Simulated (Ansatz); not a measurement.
Job for Ansatz (a first-principles code): R-CCSD(T)/aug-cc-pV(Q+d)Z on HCl (SMILES Cl). Files ending in .json are basis or fitting sets from the Basis Set Exchange.

Ansatz 0.2 input:
```yaml
crystal:
  periodic: [false, false, false]
  atoms:
    - {symbol: Cl, position_ang: [0.62551507, 1.13809305, -0.22468063]}
    - {symbol: H, position_ang: [1.11864222, -0.03363166, -0.05764518]}
basis:
  gaussian:
    orbitals: aug-cc-pV_Q+d_Z.json
magnetization: {spin_polarized: false}
correlation: {method: ccsd_t, electrons: outside_noble_gas}
scf: {lower_state_search: off}
```

Task: Predict the final total energy.

Result: -460.3658 hartree (reference determinant -460.1119, T1 diagnostic 0.006).

Task: How many basis functions does it have, and what does it roughly cost on one machine?

Result: 135 functions; roughly 7 core-seconds.
